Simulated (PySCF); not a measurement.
GeH2ClBr, SMILES [Cl][GeH2][Br].

The structure is a stationary point at r2SCAN-D4/def2-SVP.

Method: r2SCAN-D4/def2-SVP in PySCF.

Frequencies are harmonic and unscaled.

| mode | ν (cm⁻¹) | IR (km/mol) | moving atoms (share of kinetic energy) |
|---|---|---|---|
| 1 | 126 | 2.1 | Cl 52 %, Br 26 %, Ge 22 % |
| 2 | 311 | 31.4 | Ge 50 %, Br 47 % |
| 3 | 429 | 62.6 | Cl 66 %, Ge 34 % |
| 4 | 502 | 16.6 | H 90 % |
| 5 | 649 | 0.7 | H 99 % |
| 6 | 779 | 151.3 | H 97 % |
| 7 | 853 | 86.4 | H 98 % |
| 8 | 2179 | 55.3 | H 99 % |
| 9 | 2198 | 87.7 | H 98 % |
